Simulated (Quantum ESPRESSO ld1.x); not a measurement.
All-electron atom: the gadolinium ion Gd47+ in [Ne] 3s2 3p5.

Method: scalar-relativistic Kohn-Sham, LDA (Slater exchange, Perdew-Wang correlation), spin-polarised, spherical densities, point nucleus; open shells are filled with parallel spins first; computed with ld1.x of Quantum ESPRESSO 7.5.

Energy parts (eV):
| part | energy |
|---|---|
| total | -250327.3 |
| kinetic | 272406.9 |
| electron-nucleus | -550444.5 |
| Hartree | 31380.0 |
| exchange-correlation | -3669.6 |

Orbitals (lengths in bohr, moments of r in powers of bohr; r(max) is where P^2 peaks; r(90%) holds 90 % of the orbital's charge):
| orbital | occ. | eigenvalue (eV) | r(90%) | r(max) |
|---|---|---|---|---|
| 1s up | 1 | -53141.7 | 0.0396 | 0.014 |
| 1s down | 1 | -53138.5 | 0.0396 | 0.014 |
| 2s up | 1 | -11250.9 | 0.143 | 0.079 |
| 2s down | 1 | -11248.2 | 0.143 | 0.079 |
| 2p up | 3 | -10366.9 | 0.132 | 0.063 |
| 2p down | 3 | -10363.6 | 0.132 | 0.063 |
| 3s up | 1 | -4364.53 | 0.327 | 0.214 |
| 3s down | 1 | -4357.26 | 0.328 | 0.214 |
| 3p up | 3 | -4095.51 | 0.326 | 0.207 |
| 3p down | 2 | -4088.14 | 0.326 | 0.207 |
| 3d up | 0 | -3812.72 | 0.296 | 0.164 |
| 3d down | 0 | -3806.17 | 0.296 | 0.164 |
| 4s up | 0 | -2279.78 | 0.597 | 0.425 |
| 4s down | 0 | -2277.10 | 0.597 | 0.429 |

The highest occupied level is 3p down at -4088.1 eV. Summed over all electrons, <r^2> = 0.4647 bohr^2, which gives a Langevin (diamagnetic) susceptibility term of -0.368 x 10^-6 cm^3/mol.
